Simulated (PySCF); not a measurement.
Species: [Ga(H2O)6]3+ (charge +3).
Bonds: Ga1–O2, Ga1–O5, Ga1–O8, Ga1–O11, Ga1–O14, Ga1–O17. Hydrogens: H3, H4 on O2; H6, H7 on O5; H9, H10 on O8; H12, H13 on O11; H15, H16 on O14; H18, H19 on O17.

A GFN2-xTB structure was refined with PBE0-D3(BJ)/def2-SVP geometry optimisation, gas phase (PySCF 2.14.0). Its GFN2-xTB values:

| coordinate | GFN2-xTB |
| --- | --- |
| Ga1–O2 | 1.966 Å |
| Ga1–O11 | 1.958 Å |
| O2–H3 | 0.970 Å |
| O2–Ga1–O5 | 179.9° |
| O2–Ga1–O8 | 89.8° |

How do these coordinates change at the PBE0-D3(BJ)/def2-SVP level?

| coordinate | PBE0-D3(BJ)/def2-SVP (Å or °) | change |
| --- | --- | --- |
| Ga1–O11 | 1.994 | +0.036 |
| Ga1–O2 | 1.993 | +0.027 |
| O2–H3 | 0.977 | +0.007 |
| O2–Ga1–O8 | 90.0 | +0.2 |
| O2–Ga1–O5 | 180.0 | +0.1 |

The energy falls by 1.3 kcal/mol over 4 energy and gradient evaluations, the largest force component goes from 0.0056 to 3.3e-04 Eh/bohr, and the atoms move by 0.036 Å rms after alignment. The bond that changes most is Ga1–O11 (ends: gallium bonded to 6 O; oxygen bonded to Ga and 2 H), which lengthens by 0.036 Å. Bonds longer at the end by more than 0.005 Å: 18 of 18; shorter: 0.

The run used 176 basis functions and 25 SCF cycles in all.

No PBE0-D3(BJ)/def2-SVP frequencies stand behind this structure, so it isn't proved a minimum. No counter-ion or solvent screens the charge of this multiply charged ion.
